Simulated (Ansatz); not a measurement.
Ansatz (a first-principles code) input (CCSD(T)/def2-SVPD):

Ansatz 0.2 input:
```yaml
crystal:
  periodic: [false, false, false]
  atoms:
    - {symbol: Mg, position_ang: [-0.68723302, -0.39657879, -0.55185533]}
    - {symbol: C, position_ang: [0.82702117, 0.47724577, 0.66410668]}
    - {symbol: H, position_ang: [1.35091169, -0.29807269, 1.22862997]}
    - {symbol: H, position_ang: [0.38288599, 1.18534381, 1.36810077]}
    - {symbol: H, position_ang: [1.55087151, 1.00819971, 0.04089311]}
basis:
  gaussian:
    orbitals: def2-SVPD
magnetization: {spin_polarized: true, initial_magnetization: 1}
correlation: {method: ccsd_t, electrons: outside_noble_gas}
output: {forces: true}
```

Output:

```
Functional definition: HF
integrals: 0.06 GiB planned
594 factors; integrals over basis functions are off by at most 1.1e-3 eV
mean field: 0.14 GiB planned
mean field evaluation 1: about -6503.8234 eV, gradient 1.7e1 eV
mean field evaluation 2: about -6503.8437 eV, gradient 1.7e1 eV
mean field evaluation 4: about -6505.8785 eV, gradient 1.8e0 eV
mean field evaluation 8: about -6505.9831 eV, gradient 2.7e-1 eV
mean field evaluation 16: about -6503.8234 eV, gradient 1.7e1 eV
mean field evaluation 32: about -6503.4063 eV, gradient 8.0e-1 eV
mean field evaluation 64: about -6502.1401 eV, gradient 2.2e-3 eV
mean field evaluation 96: about -6503.3045 eV, gradient 8.5e-1 eV
mean field -6505.98847167 eV, -239.0906664164 hartree, gradient 9.8e-6 eV, S^2 0.761026; 2 other end points of the search recorded, 0 dependent functions left out
determinant -6505.98847167 eV, -239.0906664164 hartree, with singles and doubles -6511.41004430 eV, -239.2899055359 hartree
determinant -6503.59271788 eV, -239.0026240885 hartree, with singles and doubles -6508.92535969 eV, -239.1985950606 hartree
6 core orbitals not correlated
reference -6505.98847167 eV, -239.0906664164 hartree; 5, 4 occupied and 54, 55 virtual orbitals, 594 factors
densities: 0.28 GiB planned
second order -4.83591391 eV of doubles, -0.00000000 eV of singles
coupled cluster: 0.21 GiB planned
cycle   1  -5.39902770 eV  change   -1.5e-1 eV  update   1.8e-2
cycle   2  -5.40722340 eV  change   -8.2e-3 eV  update   5.6e-3
cycle   3  -5.40864835 eV  change   -1.4e-3 eV  update   2.7e-3
cycle   4  -5.40941632 eV  change   -7.7e-4 eV  update   1.3e-3
cycle   5  -5.40980034 eV  change   -3.8e-4 eV  update   6.2e-4
cycle   6  -5.40991263 eV  change   -1.1e-4 eV  update   2.3e-4
cycle   7  -5.40995203 eV  change   -3.9e-5 eV  update   7.1e-5
cycle   8  -5.40996355 eV  change   -1.2e-5 eV  update   2.3e-5
cycle   9  -5.40996223 eV  change    1.3e-6 eV  update   7.8e-6
cycle  10  -5.40996170 eV  change    5.3e-7 eV  update   2.6e-6
cycle  11  -5.40996219 eV  change   -4.9e-7 eV  update   9.0e-7
perturbative correction -0.17683594 eV, -0.0064986010 hartree
the calculation of the forces begins
Total energy: -6511.57526980 eV, -239.2959774608 hartree
Atom 0 at    -0.687233    -0.396579    -0.551855 Å, force    -0.195710    -0.112938    -0.157157 eV/Å
Atom 1 at     0.827021     0.477246     0.664107 Å, force    -0.277717    -0.160260    -0.223010 eV/Å
Atom 2 at     1.350912    -0.298073     1.228630 Å, force     0.256430    -0.267133     0.261321 eV/Å
Atom 3 at     0.382886     1.185344     1.368101 Å, force    -0.116457     0.304284     0.315045 eV/Å
Atom 4 at     1.550872     1.008200     0.040893 Å, force     0.333454     0.236047    -0.196199 eV/Å
Dipole moment:    -0.128037    -0.073885    -0.102815 e Å
```

It need not be the lowest isomer of its formula.
